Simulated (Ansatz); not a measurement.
Stepwise reaction of `[NH]=[Nb]([OH])([OH])[OH]` with ammonia, as a gas-phase model of exchange steps in deposition or etching. ΔE in kJ/mol; ΔG adds harmonic PBE0-D4 terms to CCSD(T)/CBS, at 1 bar.

Isolated molecules relaxed with PBE0-D4/def2-TZVP in Ansatz; ΔE leaves out vibrations. CCSD(T)/CBS adds triple-zeta CCSD(T) − MP2 to the extrapolated MP2 energy (def2 sets, frozen cores). This one scheme is used for every species. Functionals use def2-TZVPP. B3LYP here is the variant with VWN-RPA as its local correlation; programs differ in this. Elements past krypton have def2 core potentials. For Nb outer-core shells are correlated without core-valence functions, which leaves a few kJ/mol of doubt a bond. Each species was taken in one conformer, which may not be the lowest.

```tsv
step	reaction	PBE-D4	B3LYP-D4	ωB97M-V	CCSD(T)/CBS	ΔG(600 K)
2	`[NH]=[Nb]([NH2])([OH])[OH]` + NH₃ → `[NH]=[Nb]([NH2])([NH2])[OH]` + H₂O	55.6	56.8	57.1	51.0	45.0
3	`[NH]=[Nb]([NH2])([NH2])[OH]` + NH₃ → `[NH]=[Nb]([NH2])([NH2])[NH2]` + H₂O	60.0	62.1	62.4	56.9	57.3
```

**Question.** Give the row of step 1, `[NH]=[Nb]([OH])([OH])[OH]` + NH₃ → `[NH]=[Nb]([NH2])([OH])[OH]` + H₂O. (An estimate is asked.)

**Answer.** Ansatz gave: 
```csv
step,reaction,PBE-D4,B3LYP-D4,ωB97M-V,CCSD(T)/CBS,ΔG(600 K)
1,`[NH]=[Nb]([OH])([OH])[OH]` + NH₃ → `[NH]=[Nb]([NH2])([OH])[OH]` + H₂O,22.4,23.1,23.2,16.3,20.9
```

**Question.** By hand: ΔE of the 3 steps together at CCSD(T)/CBS.

**Answer.** (16.3) + (51.0) + (56.9) = 124.2 kJ/mol, or 41.4 kJ/mol a step.

In ΔE each step is higher than the one before. All are uphill at CCSD(T)/CBS. ΔG lies between 20.9 and 57.3 kJ/mol a step. PBE-D4 differs from CCSD(T)/CBS by 3.1 to 6.1 kJ/mol a step. Isolated molecules leave out the surface, adducts and barriers. Largest T1 diagnostic: 0.021.
